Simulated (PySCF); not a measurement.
Al(F)(OH)(SH) (AlFH2OS), SMILES [OH][Al]([F])[SH].

Coordinates come from a PBE0-D3(BJ)/def2-SVP optimisation. The values are those of a single conformer.

Computed with C-PCM-ωB97X/def2-SVP run with PySCF.

The values are the electrostatic part of the solvation free energy, E(continuum) − E(gas) at the gas-phase geometry, in a cavity of scaled van der Waals radii (PySCF's table); cavitation and dispersion terms are not included. A continuum can't describe solvent molecules that bind to the metal. In vacuum the orbital gap is 11.64 eV. The dipole moment in vacuum is 2.15 D.

### Question
Estimate the values in water (ε = 78.36), acetonitrile (ε = 35.69), 2-propanol (ε = 19.26). (The exact figures need the calculation; the answer reports its results.)

### Answer

```
solvent           ε  ΔG(elec) (kcal/mol)  dipole (D)  gap (eV)
------------  -----  -------------------  ----------  --------
water         78.36                 -9.1        2.67     11.94
acetonitrile  35.69                 -8.9        2.66     11.94
2-propanol    19.26                 -8.7        2.64     11.93
```
